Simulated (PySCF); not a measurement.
A series of substituents X on one scaffold: SiH2(OH)-X. Isolated molecules, 0 K electronic values unless said otherwise. One relaxed conformer stands for each flexible species; it need not be the lowest. Strings in code marks are SMILES.

Calculation: PBE0-D4/def2-TZVP (PySCF). Delta-SCF ions had no search for a lower state. Excitations are Tamm–Dancoff values on a coarser integration grid. The basis has no diffuse functions, so Rydberg states are missing or too high.

| species | HOMO (eV) | S1 excitation (TDA) (eV) | vertical ionisation energy (Delta-SCF) (eV) | S1 oscillator strength |
|---|---|---|---|---|
| X = fluoro (`F[SiH2]O` (H–O–Si–F torsion 72°)) | -9.33 | 8.18 | 11.90 | 0.008 |
| X = dimethylamino | -6.55 | 6.02 | ___ | 0.038 |
| X = boryl (`B[SiH2]O`) | ___ | ___ | ___ | 0.008 |
| X = hydroxymethyl (`[SiH2](CO)O`) | -7.53 | 6.39 | 9.81 | 0.004 |

Task: Complete the blanks.

Result: 
- X = dimethylamino, vertical ionisation energy (Delta-SCF) (eV): 8.53
- X = boryl (`B[SiH2]O`), HOMO (eV): -7.95
- X = boryl (`B[SiH2]O`), S1 excitation (TDA) (eV): 3.94
- X = boryl (`B[SiH2]O`), vertical ionisation energy (Delta-SCF) (eV): 10.20
